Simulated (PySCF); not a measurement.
Gallium: a sound run and one with changed settings

Sound run: Ga [Ar] 3d10 4s2 4p1, Ga⁺ [Ar] 3d10 4s2. Calculation: PySCF 2.14, in pcseg-2 (6s5p3d1f, 43 functions); no relativity, point nucleus. In the sound run the correlated levels freeze [Ar] 3d10. The sound run starts from symmetry-adapted Hartree-Fock orbitals and uses a fine grid where one is needed.

Changed run: all electrons correlated in a basis built for the valence shell.

```
species  method  sound run (hartree)  changed run (hartree)  converged
     Ga     MP2          -1923.26608            -1923.38852        yes
    Ga⁺     MP2          -1923.05337            -1923.17273        yes
```

Ionisation energy of Ga:

```csv
method,sound run (eV),changed run (eV)
UHF,5.582,5.582
MP2,5.788,5.872
SCS-MP2,5.771,5.821
```

A valence basis has no tight correlating functions, so it recovers only part of the core correlation, and not evenly between atom and ion.

For comparison, NIST gives 5.999 eV between the lowest levels.
